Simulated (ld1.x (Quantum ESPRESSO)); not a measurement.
## niobium: RRKJ pseudisation with PBE, scalar-relativistic reference atom.

| Item | Value |
| --- | --- |
| Element | niobium (Nb) |
| Generator | ld1.x (Quantum ESPRESSO) 7.5 |
| Type | norm-conserving RRKJ (Kleinman–Bylander form) |
| Functional | PBE |
| Relativity | scalar-relativistic |
| Frozen core | [Ar] 3d10 |
| Valence charge | 13 |
| Reference configuration | 4s2 4p6 4d4 5s0 5p1 |
| Partial waves | 4p (bound): rc 1.40 bohr; 4d (bound): rc 1.60 bohr; 4s (bound): rc 1.85 bohr |
| Local potential | the s channel |
| Core correction | none |
| rho0 | 0.02 |

Occupied shells without a wave of their own: 5p. They enter only through the test configuration that unscreens the potential.

All-electron outer shells of the reference configuration (PBE, scalar-relativistic, ld1.x):

```
shell  level (eV)  outermost node (bohr)  outermost maximum (bohr)
   3p     -348.05                   0.17                      0.39
   3d     -197.50                      –                      0.33
   4s      -59.64                   0.53                      1.04
   4p      -35.78                   0.54                      1.12
   5s       -4.79                   1.40                      3.04
   4d       -4.18                   0.55                      1.49
   5p       -1.75                   1.62                      4.15
```

Question: Estimate the cutoffs (Ry, on a coarse ladder) from which the occupation-weighted sum of valence levels, in a spherical-Bessel basis at the reference potential, stays within 10 and 1 mRy of its value at 400 Ry.

Answer: 70 Ry and 110 Ry.

Question: Does the potential have ghost states?

Answer: No extra level below or beside the all-electron valence levels (p, d, s, f tested).

Question: Tests: 4s2 4p6 4d4 5s1 5p0; 4s2 4p6 4d4 5s0 5p0; 4s2 4p6 4d3 5s0 5p0; 4s2 4p6 4d4 5s0.5 5p0; 4s2 4p5 4d4 5s1 5p0; 4s2 4p6 4d1 5s0 5p0; 4s2 4p6 4d3 5s1 5p0. Which has the largest error in its energy relative to the reference configuration, and how large is it?

Answer: 4s2 4p5 4d4 5s1 5p0, with +1350 meV (all-electron minus pseudo) on +36.80 eV.
